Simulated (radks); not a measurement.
Question: A nucleus of charge 47.2 with 45 electrons, 45 electrons, occupied as [Kr] 4d9. Calculated with a radial shooting solver on a logarithmic mesh with Libxc functionals: Dirac Kohn-Sham, PBE, spin-unpolarised, spherical densities, finite nucleus; open shells fill j = l - 1/2 first; Fermi nuclear charge, rms radius 4.5454 fm. Some entries of the table are withheld. Estimate them.

orbital,occ.,eigenvalue (Ry),<r^2> (bohr^2),<1/r> (bohr^-1)
1s1/2,2,-1879.790,0.001296,49.68
2s1/2,2,-278.7466,0.02119,11.45
2p1/2,2,-259.2634,0.01583,11.43
2p3/2,4,-246.1326,0.01716,10.73
3s1/2,2,-52.78753,0.1535,(1)
3p1/2,2,(2),(3),3.913
3p3/2,4,(4),(5),3.744
3d3/2,4,-28.96203,0.1390,3.580
3d5/2,6,-28.49334,0.1417,3.536
4s1/2,2,-8.97010,0.9237,1.536
4p1/2,2,-6.51193,1.068,(6)
4p3/2,4,-6.12399,1.136,(7)
4d3/2,4,-2.38425,1.944,1.049
4d5/2,5,-2.33675,1.993,1.035

Answer: 
(1) 3s1/2 <1/r> (bohr^-1): 4.008
(2) 3p1/2 eigenvalue (Ry): -45.02501
(3) 3p1/2 <r^2> (bohr^2): 0.1489
(4) 3p3/2 eigenvalue (Ry): -42.70192
(5) 3p3/2 <r^2> (bohr^2): 0.1579
(6) 4p1/2 <1/r> (bohr^-1): 1.416
(7) 4p3/2 <1/r> (bohr^-1): 1.362
